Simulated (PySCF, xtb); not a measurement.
CdSe, SMILES [Cd]=[Se].

GFN2-xTB (xtb) at its own geometry gives an orbital gap of 1.77 eV and a dipole moment of 7.30 D.

The structure is a stationary point at B3LYP-D3(BJ)/def2-TZVP. The def2 effective core potentials stand for the cores of Cd; spin–orbit coupling is left out.

What does PySCF with r2SCAN/def2-TZVPD give? (Estimate from the structure and the level; the computed values follow.)

gap 0.48 eV (levels -5.28 and -4.80 eV), dipole 5.67 D.
